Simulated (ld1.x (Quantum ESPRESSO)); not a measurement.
Scattering properties, TM semilocal potential for Zr (Z = 40)

ld1.x (Quantum ESPRESSO) 7.5 input, shortened:

```
&input
   title='Zr', zed=40., rel=1, dft='PZ', iswitch=3,
   config='[Kr] 4d2 5s2 5p0'
 /
 &inputp
   pseudotype=1, tm=.true., lloc=0,
   nlcc=.true., new_core_ps=.true.
 /
3
4P  2  1   6.00   0.00  1.20  1.20  0.0
4D  3  2   2.00   0.00  2.00  2.00  0.0
4S  1  0   2.00   0.00  1.40  1.40  0.0
 &test
   configts(1)='4s2 4p6 4d2 5s2 5p0'
 /
```

Occupied shells without a wave of their own: 5s. They enter only through the test configuration that unscreens the potential, and ld1.x also counts them in the model core charge.

The phase is arctan(r·u′/u) with u = r·R(r), unwrapped; energies in Ry, scanned from -6 to 5 Ry. A pole is an energy at which the radial function vanishes at the test radius. The pseudo phase is shifted by a multiple of π to meet the all-electron one at the reference energy, and phase errors are pseudo minus all-electron; the curves can meet again beyond the range given. Levels narrower than the energy grid can be missing from the lists of poles.

Task: For each channel, where are the poles, and over which energies does the pseudopotential scatter like the atom?

Result:

```csv
channel,radius (bohr),reference energy (Ry),"poles, all-electron","poles, pseudo",unbroken range about the reference energy with phases within 0.05 rad,phase error 1 Ry above the reference energy (rad)
s,2.21,-4.01,-3.70,-3.70,below 0.2,-0.001
p,2.21,-2.39,-1.84,-1.84,below 2.0,-0.001
d,2.21,-0.27,1.18,1.19,below 5.0,+0.000
```

ld1.x takes every shell without a wave as core, so the model core holds the 5s electrons as well and exchange and correlation see them twice. This cancels in the reference configuration, but the file is broken for other ones, and its errors say nothing about a proper core correction.

Phases in the p channel:

```tsv
E (Ry)	all-electron	pseudo
-6.00	1.350	1.350
-5.74	1.341	1.341
-5.48	1.332	1.332
-5.22	1.321	1.321
-4.96	1.308	1.308
-4.70	1.292	1.292
-4.44	1.273	1.272
-4.18	1.248	1.247
-3.92	1.213	1.213
-3.66	1.163	1.162
-3.40	1.079	1.079
-3.14	0.914	0.913
-2.88	0.470	0.469
-2.62	-0.622	-0.623
-2.36	-1.252	-1.252
-2.10	-1.468	-1.468
-1.84	-1.571	-1.571
-1.58	-1.633	-1.634
-1.32	-1.678	-1.678
-1.06	-1.713	-1.714
-0.80	-1.744	-1.745
-0.54	-1.773	-1.774
-0.28	-1.801	-1.803
-0.02	-1.831	-1.834
0.24	-1.864	-1.867
0.50	-1.901	-1.906
0.76	-1.945	-1.952
1.02	-1.999	-2.009
1.28	-2.068	-2.082
1.54	-2.159	-2.181
1.80	-2.287	-2.321
2.06	-2.471	-2.527
2.32	-2.739	-2.827
2.58	-3.099	-3.215
2.84	-3.487	-3.602
3.10	-3.809	-3.900
3.36	-4.036	-4.103
3.62	-4.191	-4.242
3.88	-4.299	-4.339
4.14	-4.377	-4.410
4.40	-4.436	-4.464
4.66	-4.483	-4.507
4.92	-4.520	-4.541
```
